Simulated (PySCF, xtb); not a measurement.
diboron tetrafluoride anion (B2F4), SMILES FB(F)B(F)F (connectivity only; charge and spin as stated), charge -1, multiplicity 2.

Geometry: PBE0-D3(BJ)/def2-SVPD. The spin state was assumed, not searched. The values are those of a single conformer.

Calculation: PySCF with C-PCM-ωB97X/def2-SVPD.

The values are the electrostatic part of the solvation free energy, E(continuum) − E(gas) at the gas-phase geometry, in a cavity of scaled van der Waals radii (PySCF's table); cavitation and dispersion terms are not included.

```csv
solvent,ε,ΔG(elec) (kcal/mol)
water,78.36,-53.2
2-propanol,19.26,-51.1
acetone,20.49,-51.2
```

For comparison, GFN2-xTB/ALPB(water) (xtb, at the GFN2-xTB geometry, all terms of that model) gives -56.1 kcal/mol.
